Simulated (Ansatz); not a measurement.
The cluster CaSi2 (the lowest singlet isomer of a short search), 3 atoms. Hardware: 4 threads of Arm Neoverse V1 on a shared host.

Correlated methods freeze 15 core orbitals; core or outer-core shells of Ca are correlated, in sets that lack core-valence functions.

Question: How many basis functions does each of these Ansatz runs have, and roughly what does it cost? PBE0-D4/def2-TZVP, charge 0 unrestricted singlet, energy, from earlier orbitals; MP2/def2-TZVP, charge 0 quintet, energy, from earlier orbitals; PBE-QIDH/def2-TZVP, charge 0 triplet, energy, from earlier orbitals; CCSD(T)/def2-TZVPP, charge 0 triplet, energy, from earlier orbitals; PBE0-D4/def2-TZVPD, charge 0 singlet, energy, from earlier orbitals; LDA (SPW92)/def2-TZVP, charge 0 triplet, energy, from earlier orbitals; r2SCANh-D4/def2-TZVP, charge 0 triplet, energy, from earlier orbitals; LDA (SPW92)/def2-TZVP, charge 0 singlet, energy, from earlier orbitals; PBE-D4/def2-TZVP, charge 0 quintet, relaxation, 4 steps; CCSD(T)/def2-TZVPD, charge 0 singlet, energy, from earlier orbitals; HF/STO-3G, charge 0 triplet, energy; PBE0-D4/def2-TZVP, charge 0 quintet, energy, from earlier orbitals.

Answer: Other jobs shared the machine, so times can vary by a factor of up to 3. A dash marks memory too small to be measured apart from the calling script's.

```
                                                                            run  functions  fitting or Cholesky vectors  wall time  peak host memory (GiB)
                                            HF/STO-3G, charge 0 triplet, energy         31                          358      0.2 s                       –
         LDA (SPW92)/def2-TZVP, charge 0 singlet, energy, from earlier orbitals        110                          871      0.5 s                       –
            PBE0-D4/def2-TZVPD, charge 0 singlet, energy, from earlier orbitals        122                          991      1.1 s                       –
         LDA (SPW92)/def2-TZVP, charge 0 triplet, energy, from earlier orbitals        110                          871      1.5 s                       –
                 MP2/def2-TZVP, charge 0 quintet, energy, from earlier orbitals        110                          823      2.7 s                       –
            CCSD(T)/def2-TZVPD, charge 0 singlet, energy, from earlier orbitals        122                          904      3.4 s                       –
            PBE-QIDH/def2-TZVP, charge 0 triplet, energy, from earlier orbitals        110                          823      4.4 s                       –
PBE0-D4/def2-TZVP, charge 0 unrestricted singlet, energy, from earlier orbitals        110                          935      6.5 s                       –
                        PBE-D4/def2-TZVP, charge 0 quintet, relaxation, 4 steps        110                          871      6.5 s                       –
            CCSD(T)/def2-TZVPP, charge 0 triplet, energy, from earlier orbitals        120                          883        9 s                    0.74
          r2SCANh-D4/def2-TZVP, charge 0 triplet, energy, from earlier orbitals        110                          871       11 s                       –
             PBE0-D4/def2-TZVP, charge 0 quintet, energy, from earlier orbitals        110                          935       19 s                       –
```
